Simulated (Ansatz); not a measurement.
Process, species as SMILES: F[Si](F)(F)Br [bromo(trifluoro)silane] -> F[Si](F)Br + F atom (the F-Si bond at the site shown breaks; other sites are not compared here)
Structures are relaxed separately at B3LYP-D3(BJ)/def2-TZVP in Ansatz (a program for electronic structure). Frequencies are from Ansatz.

Wanted: bond dissociation energy (enthalpy at 298 K, with B3LYP-D3(BJ) rigid-rotor harmonic-oscillator terms), in eV. Correlated levels leave the core frozen unless marked. Open shells are spin-unrestricted. No spin-orbit coupling. Frozen are the shells of the preceding noble gas and the d and f shells that filled before the atom's block. Non-relativistic. CBS marks a two-point X^-3 extrapolation of the correlation energy; Hartree-Fock from the larger set. [CCSD(T)-MP2]/basis is that difference in the basis named.

| level | program | bond dissociation energy (eV) |
|---|---|---|
| HF/STO-3G | Ansatz | 3.32 |
| HF/def2-QZVPP | Ansatz | 5.33 |
| BLYP/def2-TZVPD | Ansatz | 6.55 |
| revPBE-D3(BJ)/def2-TZVPD | Ansatz + dftd3 | 6.42 |
| PBE0-D3(BJ)/def2-TZVPD | Ansatz + dftd3 | 6.62 |
| PBE0-D4/def2-TZVP | Ansatz + dftd4 | 6.66 |
| PBE0/def2-TZVPD | Ansatz | 6.60 |
| BHLYP/def2-TZVPD | Ansatz | 6.49 |
| HSE06-D3(BJ)/def2-TZVPD | Ansatz + dftd3 | 6.62 |
| CAM-B3LYP-D3(BJ)/def2-TZVPD | Ansatz + dftd3 | 6.82 |
| CAM-B3LYP/def2-TZVPD | Ansatz | 6.80 |
| LC-wPBE-D4/def2-TZVPD | Ansatz + dftd4 | 6.81 |
| B2GP-PLYP-D3(BJ)/def2-TZVPD | Ansatz + dftd3 | 6.82 |
| B2PLYP/def2-TZVPD | Ansatz | 6.77 |
| MP2/STO-3G | Ansatz | 3.79 |
| RI-MP2/def2-TZVPP | Ansatz | 7.16 |
| SCS-MP2/6-31G* | Ansatz | 6.80 |
| SCS-MP2/def2-QZVPP | Ansatz | 7.14 |
| CCSD(T)/def2-SVP | Ansatz | 6.41 |
| RI-MP2/CBS(def2-TZVPP,def2-QZVPP)+[CCSD(T)-MP2]/def2-TZVPP | Ansatz | 7.03 |
| CCSD(T)/CBS(def2-TZVPP,def2-QZVPP) | Ansatz | 7.04 |
